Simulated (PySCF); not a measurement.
Record of a relaxation.

Species: C4H8Si.
Atom-mapped SMILES: `[SiH3:1][C@:2]12[CH2:3][C@H:4]1[CH2:5]2` (hydrogens: H6, H7, H8 on Si1; H9, H10 on C3; H11 on C4; H12, H13 on C5)

Method: PBE0-D3(BJ)/def2-SVP geometry optimisation, gas phase in PySCF 2.14.0; density fitting, grid level 1; the optimiser is geomeTRIC in internal coordinates, started from a GFN2-xTB structure with every atom displaced at random (about 0.01 Å). 8 of its 10 geometries are shown. The frame can shift and turn from step to step; on so coarse a grid that alone can change the energy by a few meV, and forces under 0.02 eV/Å are noise.

Step 0: E = -12140.1068 eV, largest atomic force 1.769 eV/Å
```
atom  x, y, z in Å  |  force x, y, z in eV/Å
Si1     1.804   -0.602   -0.213   -1.399   1.077   0.112
C2      0.036   -0.065    0.168    0.491  -0.495  -0.098
C3     -1.295   -0.784    0.036    0.657   1.181   0.391
C4     -1.042    0.529   -0.637   -0.761  -0.834   0.837
C5     -0.576    1.250    0.551    0.123   0.597   0.553
H6      2.531    0.590   -0.699    0.258   0.194  -0.110
H7      1.760   -1.618   -1.249    0.068  -0.641  -0.561
H8      2.414   -1.096    0.999    0.549  -0.417   0.727
H9     -1.304   -1.670   -0.547   -0.024  -1.040  -0.867
H10    -1.933   -0.831    0.919   -0.260   0.106   0.252
H11    -1.182    0.817   -1.648    0.112   0.304  -1.114
H12     0.020    2.154    0.411    0.164   0.088  -0.132
H13    -1.227    1.310    1.438    0.023  -0.119   0.012
```

Step 1: E = -12140.2378 eV, largest atomic force 0.592 eV/Å
```
atom  x, y, z in Å  |  force x, y, z in eV/Å
Si1     1.985   -0.723   -0.338   -0.024  -0.365   0.219
C2      0.237   -0.519    0.242    0.143   0.146  -0.049
C3     -0.948   -1.438    0.203   -0.201  -0.554   0.061
C4     -1.025   -0.111   -0.438    0.143   0.375  -0.409
C5     -0.517    0.696    0.701   -0.035   0.032  -0.022
H6      2.582    0.558   -0.830   -0.100   0.012   0.021
H7      2.020   -1.751   -1.429    0.021   0.078   0.002
H8      2.810   -1.241    0.806    0.049   0.091  -0.144
H9     -0.888   -2.333   -0.439    0.025   0.233   0.089
H10    -1.519   -1.595    1.134    0.070  -0.040  -0.030
H11    -1.175    0.175   -1.484   -0.042  -0.088   0.167
H12    -0.064    1.668    0.485   -0.004   0.085  -0.051
H13    -1.059    0.652    1.653   -0.044  -0.005   0.148
```

Step 3: E = -12140.2576 eV, largest atomic force 0.104 eV/Å
```
atom  x, y, z in Å  |  force x, y, z in eV/Å
Si1     1.981   -0.749   -0.317   -0.004   0.012  -0.019
C2      0.238   -0.520    0.256   -0.021  -0.018   0.043
C3     -0.952   -1.441    0.202   -0.050   0.021  -0.019
C4     -1.010   -0.104   -0.443    0.100  -0.007   0.027
C5     -0.519    0.702    0.704   -0.011   0.010   0.002
H6      2.518    0.554   -0.820    0.001   0.004  -0.004
H7      2.017   -1.757   -1.422   -0.005  -0.001  -0.004
H8      2.870   -1.231    0.783    0.004   0.005   0.005
H9     -0.878   -2.315   -0.454    0.022  -0.024  -0.009
H10    -1.528   -1.612    1.124   -0.004   0.003  -0.005
H11    -1.156    0.174   -1.487   -0.041  -0.004  -0.006
H12    -0.068    1.676    0.483    0.006  -0.002   0.003
H13    -1.069    0.661    1.657    0.002   0.003  -0.013
```

Step 4: E = -12140.2581 eV, largest atomic force 0.074 eV/Å
```
atom  x, y, z in Å  |  force x, y, z in eV/Å
Si1     1.980   -0.749   -0.315   -0.001   0.036  -0.036
C2      0.238   -0.521    0.260   -0.021  -0.038   0.060
C3     -0.953   -1.442    0.200   -0.006   0.034  -0.011
C4     -1.006   -0.104   -0.443    0.051  -0.019  -0.012
C5     -0.520    0.702    0.706   -0.001   0.002  -0.003
H6      2.510    0.556   -0.821    0.002  -0.006  -0.001
H7      2.014   -1.756   -1.421   -0.002  -0.004   0.002
H8      2.877   -1.226    0.781   -0.001  -0.001   0.009
H9     -0.873   -2.317   -0.455    0.005  -0.006  -0.007
H10    -1.533   -1.614    1.119   -0.003   0.001   0.003
H11    -1.154    0.173   -1.486   -0.025   0.004  -0.004
H12    -0.066    1.675    0.486    0.004  -0.004   0.003
H13    -1.072    0.662    1.657   -0.004   0.001  -0.003
```

Step 5: E = -12140.2585 eV, largest atomic force 0.066 eV/Å
```
atom  x, y, z in Å  |  force x, y, z in eV/Å
Si1     1.980   -0.746   -0.314    0.000   0.029  -0.029
C2      0.238   -0.524    0.264   -0.007  -0.039   0.054
C3     -0.954   -1.444    0.199    0.025   0.010  -0.019
C4     -1.001   -0.105   -0.443   -0.006  -0.003  -0.025
C5     -0.520    0.699    0.708    0.006   0.011  -0.010
H6      2.504    0.560   -0.824    0.000  -0.006   0.000
H7      2.012   -1.754   -1.420    0.002  -0.004   0.005
H8      2.883   -1.218    0.780   -0.003  -0.003   0.004
H9     -0.869   -2.317   -0.458   -0.009   0.001   0.006
H10    -1.539   -1.616    1.115    0.000  -0.001   0.003
H11    -1.152    0.172   -1.487   -0.004   0.007   0.006
H12    -0.064    1.672    0.490    0.001   0.000   0.004
H13    -1.077    0.660    1.656   -0.005  -0.002   0.002
```

Step 6: E = -12140.2587 eV, largest atomic force 0.038 eV/Å
```
atom  x, y, z in Å  |  force x, y, z in eV/Å
Si1     1.980   -0.743   -0.314   -0.002   0.011  -0.012
C2      0.239   -0.526    0.268    0.008  -0.022   0.030
C3     -0.954   -1.445    0.197    0.025   0.000  -0.011
C4     -0.999   -0.106   -0.444   -0.032   0.004  -0.019
C5     -0.521    0.697    0.710    0.004   0.005  -0.009
H6      2.499    0.564   -0.827   -0.002  -0.002   0.000
H7      2.013   -1.753   -1.418    0.002  -0.002   0.004
H8      2.886   -1.211    0.779    0.000  -0.001   0.000
H9     -0.867   -2.318   -0.460   -0.010   0.003   0.005
H10    -1.541   -1.619    1.111   -0.001  -0.001   0.002
H11    -1.150    0.172   -1.487    0.010   0.005   0.004
H12    -0.064    1.670    0.495   -0.001   0.001   0.003
H13    -1.081    0.657    1.656   -0.003  -0.002   0.003
```

Step 8: E = -12140.2588 eV, largest atomic force 0.027 eV/Å
```
atom  x, y, z in Å  |  force x, y, z in eV/Å
Si1     1.981   -0.736   -0.314   -0.002  -0.009   0.007
C2      0.239   -0.530    0.273    0.009   0.004  -0.009
C3     -0.952   -1.449    0.192   -0.002  -0.003  -0.001
C4     -0.996   -0.108   -0.444   -0.023   0.006   0.013
C5     -0.524    0.692    0.714    0.002  -0.003   0.000
H6      2.489    0.572   -0.832   -0.001   0.003  -0.001
H7      2.017   -1.751   -1.413    0.000   0.001  -0.001
H8      2.893   -1.196    0.778    0.002   0.003  -0.002
H9     -0.863   -2.320   -0.467    0.001  -0.001  -0.002
H10    -1.543   -1.626    1.103    0.000   0.001  -0.002
H11    -1.143    0.176   -1.486    0.015  -0.003  -0.004
H12    -0.067    1.665    0.505   -0.002   0.001   0.000
H13    -1.089    0.648    1.658    0.002  -0.002   0.000
```

Step 9: E = -12140.2588 eV, largest atomic force 0.020 eV/Å
```
atom  x, y, z in Å  |  force x, y, z in eV/Å
Si1     1.981   -0.732   -0.313    0.000  -0.008   0.008
C2      0.239   -0.532    0.275    0.002   0.008  -0.016
C3     -0.951   -1.452    0.189   -0.012  -0.002   0.002
C4     -0.995   -0.109   -0.444   -0.008   0.004   0.018
C5     -0.527    0.689    0.717    0.002  -0.004   0.004
H6      2.482    0.578   -0.835    0.000   0.003  -0.001
H7      2.019   -1.748   -1.410   -0.001   0.002  -0.002
H8      2.897   -1.186    0.778    0.001   0.004  -0.001
H9     -0.861   -2.321   -0.472    0.006  -0.002  -0.004
H10    -1.544   -1.632    1.098    0.001   0.001  -0.002
H11    -1.137    0.177   -1.486    0.009  -0.005  -0.005
H12    -0.070    1.663    0.512   -0.002   0.000   0.000
H13    -1.094    0.642    1.659    0.002  -0.001  -0.001
```

Q: Summarise the path.

A: The energy falls by 3.51 kcal/mol from step 0 to step 9; nine tenths of that is first reached at step 2. It falls at every step. The largest force goes from 1.769 to 0.020 eV/Å. Among the bonds Si1–H8 changes most, from 1.445 to 1.495 Å; the atoms move by 0.058 Å rms after alignment.

The cost below is that of the whole optimisation. Hardware: an Intel Xeon Platinum 8488C with one thread, shared host. Cost: 51 s wall, 0.48 GiB resident at most.
